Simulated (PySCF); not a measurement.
An unknown shows these calculated signals:

1H NMR (300 MHz, computed): δ 5.41 (m, 2H), 5.16 (m, 2H), 4.60 (m, 1H), 1.71 (m, 2H), 0.99 (t, 3H).

13C{1H} NMR (computed): δ 107.2 (CH), 96.3 (CH2), 32.9 (CH2), 10.3 (CH3).

Non-relativistic, fast rotation and ring inversion assumed for equivalent nuclei, no solvent model, one conformer. Shieldings: GIAO PBE0/pcSseg-1; structure optimised with GFN2-xTB; PySCF.

Shifts are taken against calculated references (same method and geometry level): TMS for 1H (σ = 31.72 ppm) and 13C (σ = 186.93 ppm).

Which of these does the molecule contain: a C≡C triple bond, a CH3CH2 unit, an amide, an aldehyde?

Answers


- A C≡C triple bond: no.
- A CH3CH2 unit: yes (δC 10.3, 32.9; δH 0.99 (t), 1.71 (m)).
- An amide: no.
- An aldehyde: no.

The data belong to SMILES CCC1OCOCO1, C$_{5}$H$_{10}$O$_{3}$; they needn't prove each group on their own.

Carbon signals by region: 1 in the sp2 and nitrile region (100–160 ppm), 1 at 50–100 ppm, 2 below 50 ppm.

Shifts are as computed. Against solution values, carbons near 30 ppm lie about +3 ppm off and those near 130 ppm about +5 ppm. Of 1211 compounds with measured shifts, 218 miss one by over three times the rms of a fit or turn the order of signals round; such compounds aren't used in these exercises. No couplings were computed; multiplicities are counted from neighbouring protons, with m where these are inequivalent, close in shift, in a saturated or five-membered ring or joined by F or P, and br s for small geminal =CH2 splittings.
